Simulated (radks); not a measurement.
All-electron atom: neutral platinum in [Xe] 4f13.5 5d8 6s1.5 6p1 (fractional occupations, a model configuration). Calculated with a radial shooting solver on a logarithmic mesh with Libxc functionals: scalar-relativistic Kohn-Sham, LDA (Slater exchange, Perdew-Wang correlation), spin-polarised, spherical densities, finite nucleus; open shells are filled with parallel spins first (spin-orbit coupling, left out, can overturn this in heavy ions); Fermi nuclear charge, rms radius 5.427 fm.

Normalised radial functions P(r) = r R(r), r in bohr:

r         5d down    6s up    6p up
0.002685   0.0001   0.0498   0.0028
0.00315    0.0002   0.0543   0.0036
0.003697   0.0003   0.0586   0.0047
0.004339   0.0004   0.0626   0.0060
0.005091   0.0006   0.0660   0.0078
0.005975   0.0009   0.0684   0.0100
0.007011   0.0014   0.0694   0.0128
0.008228   0.0021   0.0683   0.0162
0.009656   0.0032   0.0648   0.0204
0.01133    0.0049   0.0580   0.0255
0.0133     0.0074   0.0475   0.0315
0.0156     0.0110   0.0327   0.0383
0.01831    0.0164   0.0136   0.0457
0.02149    0.0240  -0.0093   0.0534
0.02522    0.0347  -0.0351   0.0607
0.02936    0.0486  -0.0602   0.0662
0.03445    0.0681  -0.0842   0.0694
0.04043    0.0934  -0.1016   0.0682
0.04744    0.1249  -0.1073   0.0608
0.05568    0.1621  -0.0969   0.0458
0.06534    0.2027  -0.0673   0.0226
0.07667    0.2424  -0.0194  -0.0077
0.08998    0.2738   0.0407  -0.0417
0.1056     0.2871   0.1007  -0.0733
0.1239     0.2711   0.1434  -0.0941
0.1454     0.2159   0.1508  -0.0956
0.1706     0.1171   0.1112  -0.0718
0.2002    -0.0198   0.0270  -0.0231
0.235     -0.1756  -0.0813   0.0409
0.2758    -0.3186  -0.1768   0.1022
0.3236    -0.4105  -0.2187   0.1388
0.3767    -0.4193  -0.1833   0.1341
0.4421    -0.3293  -0.0678   0.0820
0.5188    -0.1436   0.0952  -0.0080
0.6088     0.1084   0.2492  -0.1111
0.7145     0.3807   0.3351  -0.1952
0.8384     0.6234   0.3133  -0.2316
0.9839     0.7956   0.1792  -0.2045
1.155      0.8758  -0.0364  -0.1154
1.355      0.8653  -0.2802   0.0189
1.59       0.7828  -0.4963   0.1730
1.866      0.6557  -0.6428   0.3207
2.19       0.5116  -0.7007   0.4406
2.57       0.3723  -0.6733   0.5190
3.016      0.2522  -0.5809   0.5499
3.539      0.1582  -0.4526   0.5347
4.153      0.0911  -0.3179   0.4807
4.835      0.0493  -0.2051   0.4044
5.673      0.0232  -0.1148   0.3113
6.658      0.0096  -0.0560   0.2192
7.813      0.0034  -0.0234   0.1399
9.169      0.0010  -0.0081   0.0799
10.76      0.0002  -0.0023   0.0403
12.63      0.0000  -0.0005   0.0177
14.82      0.0000  -0.0001   0.0066

5d down: eigenvalue -10.789 eV, 2 radial nodes at r = 0.196, 0.570 bohr, <r> = 1.56 bohr, 90 % of the charge inside 2.43 bohr. 6s up: eigenvalue -9.041 eV, 5 radial nodes at r = 0.0202, 0.0809, 0.209, 0.474, 1.13 bohr, <r> = 2.66 bohr, 90 % of the charge inside 3.95 bohr. 6p up: eigenvalue -2.731 eV, 4 radial nodes at r = 0.0738, 0.213, 0.512, 1.33 bohr, <r> = 3.91 bohr, 90 % of the charge inside 6.01 bohr.
